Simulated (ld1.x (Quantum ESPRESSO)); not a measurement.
**Which change was made? (Ge, ultrasoft)**

germanium, ultrasoft, made with ld1.x (Quantum ESPRESSO) 7.5 (LDA (PZ), scalar-relativistic). Core [Ar] 3d10, reference 4s2 4p2. Waves: 4s (bound): rcut 1.40, rcutus 1.80 bohr; 4s channel at 0.1 Ry: rcut 1.40, rcutus 1.80 bohr; 4p (bound): rcut 1.65, rcutus 2.00 bohr; 4p channel at 1.45 Ry: rcut 1.65, rcutus 2.00 bohr; 4d channel at -0.1 Ry: rcut 1.45, rcutus 1.95 bohr; 4d channel at 1.75 Ry: rcut 1.45, rcutus 1.95 bohr. Local part: all-electron potential smoothed inside 1.85 bohr (lloc = -1). Core correction: Bessel-smoothed model core, default radius (core density twice the valence density). Augmentation charge: built from norm-conserving waves at rcut, not smoothed further.

Cutoffs, loose and tight: the cutoffs (Ry, on a coarse ladder) from which the occupation-weighted sum of valence levels, in a spherical-Bessel basis at the reference potential, stays within 10 and 1 mRy of its value at 400 Ry. They do not see the model core or the augmentation charge, which bear on the density cutoff. Test errors are all-electron minus pseudo excitation energies from the reference, over the configurations 4s2 4p1; 4s2 4p0; 4s1 4p0; 4s2 4p1.5; 4s2 4p2.3; 4s0 4p4; 4s1 4p2 (two spin-polarised tests are not counted in the largest error); variants that change the core or the reference have their own tests.

The base gives: outcome: generated; cutoff, loose: 8 Ry; cutoff, tight: 15 Ry; bound ghosts: d; largest test error (meV): -274.

Task: After one change the result is: outcome: generated; cutoff, loose: 18 Ry; cutoff, tight: 30 Ry; bound ghosts: s; largest test error (meV): -308. Which change was it?
A. all radii but the core radius scaled by about 0.82 (s 1.48, p 1.64, d 1.60 bohr, rcut 1.14/1.34/1.18); local potential all-electron potential smoothed inside 1.52 bohr (lloc = -1)
B. all radii but the core radius scaled by about 1.22 (s 2.20, p 2.44, d 2.38 bohr, rcut 1.72/2.02/1.78); local potential all-electron potential smoothed inside 2.26 bohr (lloc = -1)
C. all radii but the core radius scaled by about 0.92 (s 1.66, p 1.84, d 1.80 bohr, rcut 1.30/1.52/1.34); local potential all-electron potential smoothed inside 1.72 bohr (lloc = -1)

Result: A. The others give: all radii but the core radius scaled by about 1.22 (s 2.20, p 2.44, d 2.38 bohr, rcut 1.72/2.02/1.78); local potential all-electron potential smoothed inside 2.26 bohr (lloc = -1) → outcome: generated; cutoff, loose: 8 Ry; cutoff, tight: 12 Ry; bound ghosts: none; largest test error (meV): -266 | all radii but the core radius scaled by about 0.92 (s 1.66, p 1.84, d 1.80 bohr, rcut 1.30/1.52/1.34); local potential all-electron potential smoothed inside 1.72 bohr (lloc = -1) → outcome: generated; cutoff, loose: 12 Ry; cutoff, tight: 18 Ry; bound ghosts: d; largest test error (meV): -284.
